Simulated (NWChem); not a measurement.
# PbO, singlet; SMILES [O]=[Pb]

Computed with NWChem. Low-valent species are run as closed-shell singlets; no triplet was tried in these runs. def2 effective core potentials on Pb; no spin-orbit coupling. B3LYP is NWChem's, with the RPA form of VWN correlation. Each level has its own optimisation; frequencies are unscaled.

| level | r O–Pb (Å) | highest harmonic frequency (cm⁻¹) | zero-point energy (kcal/mol) |
|---|---|---|---|
| LDA (Slater exchange, VWN5)/def2-SVP | 1.940 | 747 | 1.1 |
| B3LYP/def2-TZVP | 1.922 | 760 | 1.1 |
| BP86/def2-TZVP | 1.939 | 725 | 1.0 |
| BLYP/def2-SVP | 1.977 | 700 | 1.0 |
| PBE0-D3(BJ)/def2-TZVP | 1.904 | 788 | 1.1 |
